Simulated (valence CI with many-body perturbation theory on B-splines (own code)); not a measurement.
## E1 transitions of Au74+

Computed by valence CI with perturbative core correlation (CI+MBPT): three valence electrons over a frozen Dirac-Fock core [He], a basis of 11 s, 11 p, 9 d, 7 f, 5 g, 2 h, 1 i functions for each j, with the one-electron correlation potential Σ1, the two-electron term Σ2, the three-electron term Σ3, Breit, model QED; selected CI, second order for the rest (own B-spline code, finite nucleus).

The last digits are not significant, and no measured levels were compared; by estimate large intervals hold to a few tenths of a per cent, small ones and those within an open d or f shell to about a per cent.

Lines 201 to 250 of 295 in falling wavelength, among levels below 128140 × 10³ cm⁻¹, chosen from the strongest by gf and those to the six lowest levels. Wavelengths and rates use the calculated energies. Electric multipoles are in the length gauge, E1 and E2 with the static RPA response of the core. Weak lines are less certain than strong ones. Lines between different terms over intervals too small for the method are left out, as are lines whose strength nearly cancels. The highest levels of a list are the least certain.

Levels are named by their leading jj configuration (3d3/2^4 stands for four electrons in 3d with j = 3/2), which in mixed levels can hold well under half, so a name can repeat and another be missing. Letters in brackets count levels of one name in rising energy.

| λ vac (nm) | Upper | Lower | A (s⁻¹) | S (a.u.) with core polarisation | S without |
| --- | --- | --- | --- | --- | --- |
| 0.1002 | (2s 2p1/2 3s) J=1/2 [b] | (2s 2p1/2^2) J=1/2 | 1.84e+13 | 1.83e-05 | 1.82e-05 |
| 0.1001 | (2s 2p3/2 3s) J=1/2 | (2s 2p1/2 2p3/2) J=1/2 | 1.54e+13 | 1.52e-05 | 1.52e-05 |
| 0.1001 | (2s 2p3/2 3s) J=3/2 [a] | (2s 2p1/2 2p3/2) J=5/2 | 5.75e+13 | 1.14e-04 | 1.13e-04 |
| 0.1000 | (2s 2p3/2 3s) J=3/2 [b] | (2s 2p1/2 2p3/2) J=1/2 | 3.10e+13 | 6.13e-05 | 6.11e-05 |
| 0.09997 | (2s 2p3/2 3s) J=5/2 | (2s 2p1/2 2p3/2) J=3/2 [a] | 5.02e+13 | 1.48e-04 | 1.48e-04 |
| 0.09993 | (2s^2 3s) J=1/2 | (2s^2 2p1/2) J=1/2 | 8.69e+13 | 8.56e-05 | 8.54e-05 |
| 0.09973 | (2s 2p3/2 3s) J=3/2 [a] | (2s 2p1/2 2p3/2) J=3/2 [a] | 1.53e+13 | 2.99e-05 | 2.98e-05 |
| 0.09781 | (2p1/2 2p3/2 3p1/2) J=1/2 | (2s 2p1/2 2p3/2) J=1/2 | 1.13e+14 | 1.05e-04 | 1.05e-04 |
| 0.09777 | (2p1/2 2p3/2 3p1/2) J=3/2 [a] | (2s 2p1/2 2p3/2) J=1/2 | 3.28e+14 | 6.05e-04 | 6.05e-04 |
| 0.09768 | (2p1/2 2p3/2 3p1/2) J=5/2 | (2s 2p1/2 2p3/2) J=3/2 [b] | 4.86e+14 | 1.34e-03 | 1.34e-03 |
| 0.09766 | (2s 2p1/2 3p1/2) J=1/2 [a] | (2s^2 2p1/2) J=1/2 | 2.71e+14 | 2.49e-04 | 2.49e-04 |
| 0.09743 | (2s 2p1/2 3p1/2) J=3/2 | (2s^2 2p1/2) J=1/2 | 6.81e+14 | 1.24e-03 | 1.24e-03 |
| 0.09742 | (2s 2p3/2 3p1/2) J=3/2 [a] | (2s^2 2p3/2) J=3/2 | 2.37e+14 | 4.32e-04 | 4.32e-04 |
| 0.09741 | (2s 2p3/2 3p1/2) J=5/2 | (2s^2 2p3/2) J=3/2 | 6.13e+14 | 1.68e-03 | 1.68e-03 |
| 0.09726 | (2p1/2^2 3p1/2) J=1/2 | (2s 2p1/2^2) J=1/2 | 1.14e+15 | 1.04e-03 | 1.04e-03 |
| 0.09726 | (2p1/2 2p3/2 3p1/2) J=3/2 [b] | (2s 2p1/2 2p3/2) J=1/2 | 1.06e+14 | 1.92e-04 | 1.92e-04 |
| 0.09715 | (2p1/2 2p3/2 3p1/2) J=3/2 [a] | (2s 2p1/2 2p3/2) J=5/2 | 2.12e+14 | 3.84e-04 | 3.84e-04 |
| 0.09705 | (2p1/2 2p3/2 3p1/2) J=5/2 | (2s 2p1/2 2p3/2) J=5/2 | 4.81e+14 | 1.30e-03 | 1.30e-03 |
| 0.09704 | (2s 2p1/2 3p1/2) J=1/2 [b] | (2s^2 2p1/2) J=1/2 | 3.61e+14 | 3.26e-04 | 3.26e-04 |
| 0.09697 | (2s^2 3p3/2) J=3/2 | (2s 2p1/2^2) J=1/2 | 9.63e+12 | 1.73e-05 | 1.73e-05 |
| 0.09688 | (2p1/2 2p3/2 3p1/2) J=1/2 | (2s 2p1/2 2p3/2) J=3/2 [a] | 8.31e+14 | 7.46e-04 | 7.45e-04 |
| 0.09683 | (2p1/2 2p3/2 3p1/2) J=3/2 [a] | (2s 2p1/2 2p3/2) J=3/2 [a] | 5.10e+14 | 9.14e-04 | 9.14e-04 |
| 0.09673 | (2p1/2 2p3/2 3p1/2) J=5/2 | (2s 2p1/2 2p3/2) J=3/2 [a] | 8.27e+13 | 2.22e-04 | 2.22e-04 |
| 0.09668 | (2s 2p3/2 3p1/2) J=1/2 | (2s^2 2p3/2) J=3/2 | 6.01e+14 | 5.36e-04 | 5.35e-04 |
| 0.09667 | (2s 2p3/2 3p1/2) J=3/2 [b] | (2s^2 2p3/2) J=3/2 | 3.87e+14 | 6.90e-04 | 6.90e-04 |
| 0.09665 | (2p1/2 2p3/2 3p1/2) J=3/2 [b] | (2s 2p1/2 2p3/2) J=5/2 | 5.61e+14 | 9.99e-04 | 9.98e-04 |
| 0.09633 | (2p1/2 2p3/2 3p1/2) J=3/2 [b] | (2s 2p1/2 2p3/2) J=3/2 [a] | 4.34e+13 | 7.67e-05 | 7.66e-05 |
| 0.09568 | (2p1/2 2p3/2 3s) J=5/2 | (2s^2 2p3/2) J=3/2 | 2.32e+12 | 6.03e-06 | 6.02e-06 |
| 0.09556 | (2p1/2^2 3s) J=1/2 | (2s^2 2p1/2) J=1/2 | 6.62e+12 | 5.70e-06 | 5.69e-06 |
| 0.09529 | (2p1/2 2p3/2 3d3/2) J=3/2 [a] | (2p1/2^2 2p3/2) J=3/2 | 3.51e+14 | 6.00e-04 | 6.01e-04 |
| 0.09513 | (2s 2p3/2 3d3/2) J=3/2 [a] | (2s 2p1/2 2p3/2) J=1/2 | 4.95e+12 | 8.40e-06 | 8.41e-06 |
| 0.09509 | (2s 2p1/2 3d3/2) J=3/2 [a] | (2s 2p1/2^2) J=1/2 | 2.69e+14 | 4.57e-04 | 4.58e-04 |
| 0.09504 | (2p1/2 2p3/2 3d3/2) J=5/2 [b] | (2p1/2^2 2p3/2) J=3/2 | 2.55e+15 | 6.48e-03 | 6.48e-03 |
| 0.09500 | (2p1/2 2p3/2 3d3/2) J=3/2 [b] | (2p1/2^2 2p3/2) J=3/2 | 2.30e+15 | 3.89e-03 | 3.89e-03 |
| 0.09491 | (2p1/2 2p3/2 3d3/2) J=1/2 [b] | (2p1/2^2 2p3/2) J=3/2 | 2.60e+15 | 2.19e-03 | 2.19e-03 |
| 0.09471 | (2s 2p1/2 3d3/2) J=3/2 [b] | (2s 2p1/2^2) J=1/2 | 2.46e+15 | 4.12e-03 | 4.13e-03 |
| 0.09468 | (2s 2p1/2 3d3/2) J=1/2 | (2s 2p1/2^2) J=1/2 | 2.53e+15 | 2.12e-03 | 2.13e-03 |
| 0.09459 | (2s 2p3/2 3d3/2) J=5/2 [a] | (2s 2p1/2 2p3/2) J=5/2 | 1.06e+15 | 2.67e-03 | 2.67e-03 |
| 0.09454 | (2s 2p3/2 3d3/2) J=3/2 [a] | (2s 2p1/2 2p3/2) J=5/2 | 3.91e+14 | 6.52e-04 | 6.52e-04 |
| 0.09453 | (2s 2p3/2 3d3/2) J=7/2 | (2s 2p1/2 2p3/2) J=5/2 | 2.05e+15 | 6.85e-03 | 6.85e-03 |
| 0.09448 | (2s 2p3/2 3d3/2) J=3/2 [b] | (2s 2p1/2 2p3/2) J=3/2 [b] | 9.19e+14 | 1.53e-03 | 1.53e-03 |
| 0.09447 | (2s 2p3/2 3d3/2) J=3/2 [b] | (2s 2p1/2 2p3/2) J=1/2 | 1.10e+15 | 1.84e-03 | 1.84e-03 |
| 0.09444 | (2s 2p3/2 3d3/2) J=5/2 [b] | (2s 2p1/2 2p3/2) J=3/2 [b] | 1.99e+15 | 4.96e-03 | 4.97e-03 |
| 0.09435 | (2s 2p3/2 3d3/2) J=1/2 [b] | (2s 2p1/2 2p3/2) J=1/2 | 1.85e+15 | 1.53e-03 | 1.53e-03 |
| 0.09429 | (2s 2p3/2 3d3/2) J=5/2 [a] | (2s 2p1/2 2p3/2) J=3/2 [a] | 9.46e+14 | 2.35e-03 | 2.35e-03 |
| 0.09426 | (2s^2 3d3/2) J=3/2 | (2s^2 2p1/2) J=1/2 | 2.04e+15 | 3.37e-03 | 3.37e-03 |
| 0.09424 | (2s 2p3/2 3d3/2) J=3/2 [a] | (2s 2p1/2 2p3/2) J=3/2 [a] | 1.58e+15 | 2.61e-03 | 2.61e-03 |
| 0.09420 | (2s 2p3/2 3d3/2) J=1/2 [a] | (2s 2p1/2 2p3/2) J=3/2 [a] | 1.95e+15 | 1.61e-03 | 1.61e-03 |
| 0.09390 | (2s 2p3/2 3d5/2) J=3/2 [a] | (2s 2p1/2 2p3/2) J=1/2 | 1.93e+13 | 3.16e-05 | 3.17e-05 |
| 0.09389 | (2s 2p3/2 3d3/2) J=3/2 [b] | (2s 2p1/2 2p3/2) J=5/2 | 5.45e+12 | 8.90e-06 | 8.90e-06 |
